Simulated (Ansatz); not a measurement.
System: BGeH₃Cl, charge 0, doublet. BGeH3Cl (SMILES Cl[B][GeH3], doublet).
B3LYP-D3(BJ)/def2-TZVP minimum from Ansatz (a program for electronic structure):
```xyz
6

B     -1.0022     0.2546    -0.1439
Cl    -1.0795     1.3184    -1.4889
Ge     0.6333    -0.6550     0.7222
H      0.6946    -0.2282     2.1992
H      0.4186    -2.1778     0.6730
H      1.9814    -0.3182     0.0482
```
Charge 0, spin multiplicity 2.

Atomisation energy term by term, kcal/mol (programs: Ansatz). Open shells are spin-unrestricted; no spin-orbit coupling. Cores are frozen in correlated methods (noble-gas shells, and filled d and f shells in the p block). No relativity. CBS(X,Y): correlation extrapolated as X^-3, Hartree-Fock from the larger set. A bracket is a step between two methods taken in the basis named. For partners of very few electrons the exact lower level stands in for a higher one.

```json
[
 {"term": "Hartree-Fock", "basis": "def2-QZVPP", "kcal/mol": "282.87"},
 {"term": "CCSD correlation", "basis": "CBS(def2-TZVPP,def2-QZVPP)", "kcal/mol": "82.16"},
 {"term": "(T)", "basis": "CBS(def2-TZVPP,def2-QZVPP)", "kcal/mol": "6.08"},
 {"term": "CCSDT(Q) - CCSD(T)", "basis": "def2-SVP", "kcal/mol": "0.56"},
 {"term": "sum: De", "basis": "", "kcal/mol": "371.7"}
]
```
